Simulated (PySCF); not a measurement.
Species: C5H9ClSi.
Structure used (GFN2-xTB), in Å, numbered top down from 1:
```xyz
16
C5H9ClSi angstrom
C      2.1927    0.4210   -0.1861
C      0.9823    0.1363   -1.0788
C     -0.2141   -0.2270   -0.2748
C     -0.8718   -1.3911   -0.1502
Si    -2.2040   -0.7315    1.0041
C     -0.9686    0.7190    0.6208
Cl    -1.6282    2.1254   -0.2745
H      2.4307   -0.4517    0.4186
H      1.9895    1.2585    0.4766
H      3.0578    0.6668   -0.7971
H      1.2174   -0.6753   -1.7711
H      0.7511    1.0332   -1.6607
H     -0.6118   -2.3258   -0.6197
H     -3.5377   -0.5168    0.4588
H     -2.2208   -1.1754    2.3956
H     -0.3721    1.1434    1.4272
```

Method: PySCF 2.14.0, density-fitted response routines, TDDFT wB97X-D/def2-SVPD, vertical, gas phase, core orbitals frozen in the response.

Ground-to-excited transition dipoles (e·a0, same axes as the geometry; the sign carries no meaning), for the states with f of 0.002 or more among the lowest 7:

| state | E (eV) | μx | μy | μz |
| --- | --- | --- | --- | --- |
| S1 | 6.036 | 0.081 | 0.113 | 0.054 |
| S2 | 6.506 | -0.043 | -0.264 | 0.076 |
| S3 | 6.662 | 0.231 | 0.179 | -0.071 |
| S4 | 6.825 | -0.644 | -0.791 | 0.155 |
| S5 | 7.012 | 0.403 | 0.702 | -0.315 |
| S6 | 7.129 | -0.139 | -0.168 | 0.154 |
| S7 | 7.172 | 0.088 | 0.239 | -0.021 |

What oscillator strength does each state have?

f = (2/3) ΔE |μ|² with ΔE in hartree (27.2114 eV).

| state | \|μ\|² (au) | \|μ\| (D) | f |
| --- | --- | --- | --- |
| S1 | 0.022 | 0.38 | 0.003 |
| S2 | 0.077 | 0.71 | 0.012 |
| S3 | 0.090 | 0.76 | 0.015 |
| S4 | 1.065 | 2.62 | 0.178 |
| S5 | 0.755 | 2.21 | 0.130 |
| S6 | 0.071 | 0.68 | 0.012 |
| S7 | 0.065 | 0.65 | 0.011 |

Which bond between heavy atoms lies closest to the direction of the S4 transition dipole?

Si5–C6, at 3° from it; next C3–C4 at 10°.

What angle do the transition dipoles of S6 and S7 make?

|cos θ| = |μa·μb| / (|μa| |μb|) = 0.81, so θ ≈ 35° (taken between 0 and 90°, since the signs are arbitrary).

How is the summed strength of these states shared among x, y and z?

(2/3) Σ ΔE μα² gives 0.112 for x, 0.223 for y and 0.027 for z, 0.362 in all.

What peak molar absorption coefficient would the strongest computed level give as a lone Gaussian band 0.5 eV wide at half height?

ε(max) = 2.175×10⁸ f / FWHM, with the width in cm⁻¹. S4: 2.175×10⁸ × 0.1782 / 4033 ≈ 9600 L mol⁻¹ cm⁻¹.

One conformer stands for the species.
